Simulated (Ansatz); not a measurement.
The first iterations of a band of BH6NSn (9 atoms, charge 0, multiplicity 1).

Computed with RKS PBE/def2-SVP (Ansatz 0.2.0).

```yaml
movable_images: 4
climbing_image: no
spring: 5.0 eV/Å²
optimiser: quadratic models (default)
start_path: IDPP
force_threshold: 0.05 eV/Å
iteration_limit: 60
end_points: relaxed
```

Initial state:

```xyz
9
Properties=species:S:1:pos:R:3
N -0.611 1.296 -1.020
B 0.258 0.215 -0.886
Sn 0.317 -0.970 1.045
H -0.671 1.859 -1.873
H -1.252 1.612 -0.290
H 0.978 -0.070 -1.826
H 1.874 -0.950 1.806
H -0.083 -2.643 0.825
H -0.810 -0.349 2.219
```

Final state:

```xyz
9
Properties=species:S:1:pos:R:3
N 0.667 1.248 -1.044
B -0.275 0.235 -0.876
Sn -0.349 -0.946 1.056
H 0.737 1.806 -1.898
H 1.357 1.514 -0.338
H -1.048 0.007 -1.789
H 0.886 -0.434 2.173
H -0.118 -2.648 0.822
H -1.858 -0.782 1.894
```

| iteration | highest image above the first end (eV) | largest band force component (eV/Å) |
| --- | --- | --- |
| 1 | 0.082 | 0.997 |
| 2 | 0.046 | 0.439 |

Task: Does the band converge within its limit, and where does its top end?

Result: The forces met the threshold. It ended after 6 iterations with the highest image 0.025 eV above the first end. No image climbed, so the highest image needn't sit at the top of the path.

The run took 58 s on 1 thread of Arm Neoverse V2, on a shared host, peak memory 0.26 GiB.
